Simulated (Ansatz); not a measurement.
Wavefunction ladder for C$_{3}$H$_{4}$BF (`C#CB(C)F`)

Cartesian coordinates in Å:
```
C -0.946 1.051 -1.942
C -0.648 0.738 -0.816
B -0.236 0.295 0.590
C 0.752 -0.880 0.844
F -0.751 0.969 1.614
H -1.215 1.337 -2.933
H 0.845 -1.136 1.900
H 1.743 -0.606 0.464
H 0.456 -1.768 0.279
```

Charge 0, multiplicity 1. The structure was optimised at the PBE0-D4/def2-TZVP level. Frozen core, restricted reference, Ansatz. CBS rows extrapolate triple and quadruple zeta; past MP2 they add the triple-zeta difference.

```
     basis     HF (Eh)  MP2 corr.
  def2-SVP  -239.89061   -0.65172
def2-TZVPP  -240.17355   -0.81357
def2-QZVPP  -240.18399   -0.87418
```

(1) Estimate the CCSD correlation energy and the (T) correction in each basis where they were run (hartree).

Answers

(1) 
```csv
basis,CCSD corr.,(T)
def2-SVP,-0.68672,-0.02206
def2-TZVPP,-0.83964,-0.03525
CBS(def2),-0.94514,as TZ
```
